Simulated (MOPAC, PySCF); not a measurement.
C4H8Si, SMILES `C(=C=[SiH2])CC`, neutral singlet in the gas phase. 

Cartesian coordinates (Å):
```xyz
13

C     -1.4914     0.8005    -1.2546
C     -1.0612     0.4370     0.1698
C     -0.1505    -0.7622     0.1939
C      1.0900    -0.7704     0.6066
Si     2.6815    -0.7234     1.1458
H     -0.6260     1.0699    -1.8621
H     -2.1804     1.6468    -1.2468
H     -1.9942    -0.0380    -1.7413
H     -0.5566     1.2795     0.6437
H     -1.9501     0.2089     0.7679
H     -0.5908    -1.6842    -0.1939
H      3.7961    -0.4408     0.2300
H      3.0337    -1.0237     2.5411
```
Charge 0, spin multiplicity 1.

All levels are single points at this geometry (B3LYP-D3(BJ)/def2-TZVP); Pople sets use spherical d functions. Orbital energies aren't observables, and empty levels follow the basis.

HF/3-21G in PySCF gives dipole (D) = 0.91.

Estimate the dipole (D) from each of these levels: B3LYP-D3(BJ)/def2-TZVP in PySCF; PBE-D3(BJ)/def2-TZVP in PySCF; B3LYP/3-21G in PySCF; B3LYP/6-311+G** in PySCF; B3LYP/LANL2DZ in PySCF; BP86/6-31G* in PySCF; PBE/6-31G* in PySCF; HF/6-31G* in PySCF; HF/STO-3G in PySCF; AM1 in MOPAC; PM6 in MOPAC; PM7 in MOPAC.


```
level                            dipole (D)
-------------------------------  ----------
B3LYP-D3(BJ)/def2-TZVP in PySCF        0.54
PBE-D3(BJ)/def2-TZVP in PySCF          0.71
B3LYP/3-21G in PySCF                   0.95
B3LYP/6-311+G** in PySCF               0.54
B3LYP/LANL2DZ in PySCF                 0.87
BP86/6-31G* in PySCF                   0.99
PBE/6-31G* in PySCF                    0.99
HF/6-31G* in PySCF                     0.55
HF/STO-3G in PySCF                     0.96
AM1 in MOPAC                           0.97
PM6 in MOPAC                           1.27
PM7 in MOPAC                           1.98
```
